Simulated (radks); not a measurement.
The numbers below are computed, except where a source is named.
Problem. These are the eigenvalues of the occupied orbitals of an atom or ion with whole-number occupations (Ry). Level of theory: scalar-relativistic Kohn-Sham, exchange-only LDA, spin-polarised, spherical densities, point nucleus (a radial shooting solver on a logarithmic mesh with Libxc functionals).

orbital  eigenvalue
1s        -807.6499
2s        -104.1125
2p        -91.51945
3s        -15.80144
3p        -11.95141
3d         -5.61787

Which element is it, and in what charge state? The configuration may be excited. Open shells, if any, are filled with parallel spins first.

Solution. Z = 32, germanium, charge +4: Ge4+ in [Ar] 3d10. The list shows which subshells hold electrons but not how many an open one holds; the 1s level, -403.82 hartree, gives Z - s = 28.4 by -(Z - s)^2/2, which with screening and relativity narrows Z to a few neighbours, and the depths of the outer levels then fix element, charge and occupations together.
